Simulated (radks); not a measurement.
Isoelectronic series with 14 electrons, each ion in its NIST ground configuration. Method: scalar-relativistic Kohn-Sham, PBE, spin-polarised, spherical densities, finite nucleus; open shells are filled with parallel spins first (spin-orbit coupling, left out, can overturn this in heavy ions); Fermi nuclear charge, rms radius of each element as measured or else 0.836 A^(1/3) + 0.57 fm; computed with a radial shooting solver on a logarithmic mesh with Libxc functionals. Total energies (hartree) and orbital eigenvalues (eV) (* marks an orbital that is empty in some or all of the ions):

[
 {"ion": "Si", "configuration": "[Ne] 3s2 3p2", "E (hartree)": "-289.86592", "3p down*": "-2.9914", "3p up": "-4.6208", "3s down": "-9.6938", "3s up": "-11.3742"},
 {"ion": "Cl3+", "configuration": "[Ne] 3s2 3p2", "E (hartree)": "-458.63625", "3p down*": "-43.2368", "3p up": "-46.3496", "3s down": "-56.9444", "3s up": "-60.1713"},
 {"ion": "Ca6+", "configuration": "[Ne] 3s2 3p2", "E (hartree)": "-668.26173", "3p down*": "-113.2030", "3p up": "-117.6262", "3s down": "-134.0055", "3s up": "-138.5698"},
 {"ion": "V9+", "configuration": "[Ne] 3s2 3p2", "E (hartree)": "-918.91561", "3p down*": "-211.3824", "3p up": "-217.0680", "3s down": "-239.5141", "3s up": "-245.3492"},
 {"ion": "Fe12+", "configuration": "[Ne] 3s2 3p2", "E (hartree)": "-1210.90066", "3p down*": "-337.4390", "3p up": "-344.3677", "3s down": "-373.2727", "3s up": "-380.3490"},
 {"ion": "Cu15+", "configuration": "[Ne] 3s2 3p2", "E (hartree)": "-1544.59853", "3p down*": "-491.3143", "3p up": "-499.4780", "3s down": "-535.3724", "3s up": "-543.6764"},
 {"ion": "Ge18+", "configuration": "[Ne] 3s2 3p2", "E (hartree)": "-1920.45934", "3p down*": "-673.0614", "3p up": "-682.4573", "3s down": "-726.0367", "3s up": "-735.5626"},
 {"ion": "Br21+", "configuration": "[Ne] 3s2 3p2", "E (hartree)": "-2339.00176", "3p down*": "-882.7944", "3p up": "-893.4228", "3s down": "-945.5756", "3s up": "-956.3228"},
 {"ion": "Sr24+", "configuration": "[Ne] 3s2 3p2", "E (hartree)": "-2800.81282", "3p down*": "-1120.669", "3p up": "-1132.533", "3s down": "-1194.370", "3s up": "-1206.341"},
 {"ion": "Nb27+", "configuration": "[Ne] 3s2 3p2", "E (hartree)": "-3306.55111", "3p down*": "-1386.876", "3p up": "-1399.977", "3s down": "-1472.866", "3s up": "-1486.066"},
 {"ion": "Ru30+", "configuration": "[Ne] 3s2 3p2", "E (hartree)": "-3856.95143", "3p down*": "-1681.632", "3p up": "-1695.976", "3s down": "-1781.577", "3s up": "-1796.013"},
 {"ion": "Ag33+", "configuration": "[Ne] 3s2 3p2", "E (hartree)": "-4452.83666", "3p down*": "-2005.183", "3p up": "-2020.776", "3s down": "-2121.086", "3s up": "-2136.767"},
 {"ion": "Sn36+", "configuration": "[Ne] 3s2 3p2", "E (hartree)": "-5095.10958", "3p down*": "-2357.802", "3p up": "-2374.651", "3s down": "-2492.046", "3s up": "-2508.981"},
 {"ion": "I39+", "configuration": "[Ne] 3s2 3p2", "E (hartree)": "-5784.77526", "3p down*": "-2739.786", "3p up": "-2757.899", "3s down": "-2895.191", "3s up": "-2913.393"},
 {"ion": "Ba42+", "configuration": "[Ne] 3s2 3p2", "E (hartree)": "-6522.9426", "3p down*": "-3151.462", "3p up": "-3170.847", "3s down": "-3331.341", "3s up": "-3350.822"},
 {"ion": "Pr45+", "configuration": "[Ne] 3s2 3p2", "E (hartree)": "-7310.8399", "3p down*": "-3593.179", "3p up": "-3613.845", "3s down": "-3801.411", "3s up": "-3822.185"},
 {"ion": "Sm48+", "configuration": "[Ne] 3s2 3p2", "E (hartree)": "-8149.7835", "3p down*": "-4065.316", "3p up": "-4087.275", "3s down": "-4306.407", "3s up": "-4328.489"},
 {"ion": "Tb51+", "configuration": "[Ne] 3s2 3p2", "E (hartree)": "-9041.3440", "3p down*": "-4568.279", "3p up": "-4591.541", "3s down": "-4847.494", "3s up": "-4870.900"},
 {"ion": "Er54+", "configuration": "[Ne] 3s2 3p2", "E (hartree)": "-9987.0471", "3p down*": "-5102.505", "3p up": "-5127.082", "3s down": "-5425.889", "3s up": "-5450.636"},
 {"ion": "Lu57+", "configuration": "[Ne] 3s2 3p2", "E (hartree)": "-10988.7995", "3p down*": "-5668.456", "3p up": "-5694.361", "3s down": "-6043.036", "3s up": "-6069.141"},
 {"ion": "W60+", "configuration": "[Ne] 3s2 3p2", "E (hartree)": "-12048.6913", "3p down*": "-6266.626", "3p up": "-6293.874", "3s down": "-6700.541", "3s up": "-6728.024"},
 {"ion": "Ir63+", "configuration": "[Ne] 3s2 3p2", "E (hartree)": "-13168.8847", "3p down*": "-6897.544", "3p up": "-6926.150", "3s down": "-7400.138", "3s up": "-7429.019"},
 {"ion": "Hg66+", "configuration": "[Ne] 3s2 3p2", "E (hartree)": "-14351.8830", "3p down*": "-7561.769", "3p up": "-7591.750", "3s down": "-8143.812", "3s up": "-8174.110"}
]
